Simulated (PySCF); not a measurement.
## Vibration and rotation of KC

UHF-CCSD(T) constants of KC, ⁴Σ⁻ (quartet), unpaired electrons σ ↑, π ↑↑ (basis K def2-SVP, C def2-SVP; no relativity; PySCF 2.14; masses 38.9637 and 12.0000 u):

| Quantity | Value |
| --- | --- |
| ωe | 367.7 cm⁻¹ |
| ωexe | 2.57 cm⁻¹ |
| Be | 0.27565 cm⁻¹ |
| αe | 0.00262 cm⁻¹ |
| D (centrifugal) | 6.2e-07 cm⁻¹ |
| De to K + C | 1.70 eV |

Give the vibrational terms G(v) and spacings up to v = 6.

G(v) = ωe(v+½) − ωexe(v+½)².

```csv
v,G(v) (cm⁻¹),G(v) − G(v−1),Bv (cm⁻¹)
0,183.2,,0.2743
1,545.8,362.6,0.2717
2,903.2,357.4,0.2691
3,1255.5,352.3,0.2665
4,1602.6,347.1,0.2639
5,1944.6,342.0,0.2612
6,2281.5,336.9,0.2586
```

How well does the Morse estimate ωe²/(4ωexe) reproduce De, and what is D0?

It gives 1.63 eV, 96 % of the computed De. D0 = De − G(0) = 1.70 − 0.02 = 1.68 eV.

Correlated steps freeze 6 core orbitals. Correlated levels converge slowly with the basis: in double zeta they bind strong bonds too weakly, by up to about 1 eV, and carry superposition errors of some tenths. The state is the lowest determinant that a PBE0 search found; another state may lie lower at other levels.
